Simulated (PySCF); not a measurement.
A calculated (UHF, PySCF 2.14, cc-pVDZ-DK, scalar relativity by spin-free X2C-1e) atom or ion has these occupied shells.

```tsv
shell	electrons	orbital energy (eV)	rms radius, mean of both spins (bohr)
1s α	1	-719.08	0.204
1s β	1	-717.77	0.204
2s α	1	-45.289	1.10
2s β	1	-40.075	1.10
2p α	3	-20.476	1.22
2p β	2	-18.115	1.22
```

Name the element and its charge.

F (fluorine, neutral), in [He] 2s2 2p5, 2P determinant.
